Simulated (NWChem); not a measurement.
System: C2H4N2OSi; SMILES N#C/N=C/O[SiH3]

```xyz
10

N      0.3012     3.3234     0.0000
C      0.1880     2.1656     0.0000
N      0.1585     0.8374     0.0000
C     -0.9452     0.1890     0.0000
O     -0.9567    -1.1173     0.0000
Si     0.5276    -2.0123     0.0000
H     -1.9462     0.6497     0.0000
H      1.2880    -1.6984    -1.2363
H      1.2880    -1.6984     1.2363
H      0.0430    -3.4152     0.0000
```
Atoms are numbered in this order, from 1.

Level: PBE0/def2-SVP (NWChem), optimised geometry, unscaled harmonic frequencies. 

| frequency (cm⁻¹) | IR intensity (km/mol) |
|---|---|
| 100 | 7.4 |
| 132 | 0.0 |
| 206 | 0.2 |
| 210 | 8.0 |
| 287 | 23.3 |
| 565 | 4.6 |
| 571 | 3.7 |
| 602 | 5.4 |
| 702 | 53.0 |
| 708 | 85.7 |
| 751 | 68.8 |
| 932 | 74.4 |
| 938 | 304.0 |
| 951 | 69.6 |
| 1025 | 1.4 |
| 1125 | 51.8 |
| 1348 | 202.7 |
| 1410 | 149.7 |
| 1750 | 533.0 |
| 2279 | 31.2 |
| 2297 | 84.2 |
| 2298 | 101.7 |
| 2387 | 157.7 |
| 3150 | 12.1 |

| Quantity | Result |
|---|---|
| zero-point energy | 38.2 kcal/mol |
| thermal correction to the enthalpy at 298.15 K (with zero-point energy) | 43.1 kcal/mol |
| heat capacity Cv | 23.0 cal/(mol K) |
| entropy at 298.15 K and 1 atm (symmetry number 1) | 81.8 cal/(mol K) |
| dipole moment | 4.81 D |

Rigid rotor and harmonic oscillator.
